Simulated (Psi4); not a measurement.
C3H10ClNSi3 (SMILES Cl[SiH2]/C=C1\[SiH2]CN[SiH2]1), singlet, at a GFN2-xTB geometry, with bond 1-2 at 1.6 times its length; TPSS/3-21G (Psi4).

The Psi4 input:
```
memory 2 GB

molecule mol {
0 1
  Cl    2.753598   -0.335154    2.399232
  Si    2.450395    0.746931   -0.635021
  C     0.690988    0.552272   -1.263458
  C    -0.406076    0.128095   -0.630724
  Si   -0.588097   -0.443303    1.160987
  C    -2.480031   -0.734293    1.158101
  N    -2.950939   -0.753824   -0.213309
  Si   -2.100182    0.024994   -1.474645
  H     2.838674    2.158531   -0.633218
  H     3.369429   -0.032049   -1.466184
  H     0.584500    0.839902   -2.307929
  H     0.100549   -1.709876    1.425758
  H    -0.269004    0.585257    2.156205
  H    -2.734503   -1.685681    1.634371
  H    -2.994682    0.044956    1.734887
  H    -3.936374   -0.946850   -0.297338
  H    -2.551144    1.381646   -1.838942
  H    -2.128043   -0.836903   -2.660037
}

set basis 3-21g
set reference rks
set soscf true

energy('tpss')
print_variables()
```

Question: What does Psi4 print? Leave out banner, timings and long lists.

Answer: 
```
   => Loading Basis Set <=

    Name: 3-21G
    Role: ORBITAL
    Keyword: BASIS

         ---------------------------------------------------------
                                   SCF
               by Justin Turney, Rob Parrish, Andy Simmonett
                          and Daniel G. A. Smith
                              RKS Reference
         ---------------------------------------------------------

  ==> Geometry <==

    Molecular point group: c1
    Full point group: C1

    Geometry (in Angstrom), charge = 0, multiplicity = 1:

       Center              X                  Y                   Z               Mass
    ------------   -----------------  -----------------  -----------------  -----------------
         CL           2.674314467514    -0.257314864609     2.157489736118    34.968852682000
         SI           2.371111467514     0.824770135391    -0.876763263882    27.976926534650
         C            0.611704467514     0.630111135391    -1.505200263882    12.000000000000
         C           -0.485359532486     0.205934135391    -0.872466263882    12.000000000000
         SI          -0.667380532486    -0.365463864609     0.919244736118    27.976926534650
         C           -2.559314532486    -0.656453864609     0.916358736118    12.000000000000
         N           -3.030222532486    -0.675984864609    -0.455051263882    14.003074004430
         SI          -2.179465532486     0.102833135391    -1.716387263882    27.976926534650
         H            2.759390467514     2.236370135391    -0.874960263882     1.007825032230
         H            3.290145467514     0.045790135391    -1.707926263882     1.007825032230
         H            0.505216467514     0.917741135391    -2.549671263882     1.007825032230
         H            0.021265467514    -1.632036864609     1.184015736118     1.007825032230
         H           -0.348287532486     0.663096135391     1.914462736118     1.007825032230
         H           -2.813786532486    -1.607841864609     1.392628736118     1.007825032230
         H           -3.073965532486     0.122795135391     1.493144736118     1.007825032230
         H           -4.015657532486    -0.869010864609    -0.539080263882     1.007825032230
         H           -2.630427532486     1.459485135391    -2.080684263882     1.007825032230
         H           -2.207326532486    -0.759063864609    -2.901779263882     1.007825032230

  Running in c1 symmetry.

[...]

  SCF Guess: Superposition of Atomic Densities via on-the-fly atomic UHF (no occupation information).

   -------------------------
    Irrep   Nso     Nmo
   -------------------------
     A        108     108
   -------------------------
    Total     108     108
   -------------------------

  ==> Iterations <==

                           Total Energy        Delta E     RMS |[F,P]|

   @DF-RKS iter SAD: -1495.39341075215270   -1.49539e+03   0.00000e+00
   @DF-RKS iter   1: -1495.54836889069452   -1.54958e-01   8.98718e-03 DIIS/ADIIS
   @DF-RKS iter   2: -1492.69725524988053    2.85111e+00   1.84868e-02 DIIS/ADIIS
   @DF-RKS iter   3: -1495.65727147632947   -2.96002e+00   6.53532e-03 DIIS/ADIIS

Traceback (most recent call last):
  File "psi4", line 375, in <module>
  File "<string>", line 40, in <module>
  File "site-packages/psi4/driver/driver.py", line 533, in energy
  File "site-packages/psi4/driver/procrouting/proc.py", line 2760, in run_scf
  File "site-packages/psi4/driver/procrouting/proc.py", line 2047, in scf_helper
  File "site-packages/psi4/driver/procrouting/scf_proc/scf_iterator.py", line 86, in scf_compute_energy
  File "site-packages/psi4/driver/procrouting/scf_proc/scf_iterator.py", line 458, in scf_iterate

RuntimeError:
Fatal Error: Vx: RKS does not support rotated V builds for MGGA's
The most recent 5 function calls were:

psi::PsiException::PsiException(std::__cxx11::basic_string<char, std::char_traits<char>, std::allocator<char> >, char const*, int)

Printing out the relevant lines from the Psithon --> Python processed input file:
    ""","mol")
    core.IO.set_default_namespace("mol")
    core.set_global_option("BASIS", "3-21g")
    core.set_global_option("REFERENCE", "rks")
    core.set_global_option("SOSCF", "true")
--> energy('tpss')
    print_variables()

!----------------------------------------------------------------------------------!
!                                                                                  !
! Fatal Error: Vx: RKS does not support rotated V builds for MGGA's                !
! The most recent 5 function calls were:                                           !
! psi::PsiException::PsiException(std::__cxx11::basic_string<char,                 !
!     std::char_traits<char>, std::allocator<char> >, char const*, int)            !
!                                                                                  !
!----------------------------------------------------------------------------------!
```

The program stopped with an error.
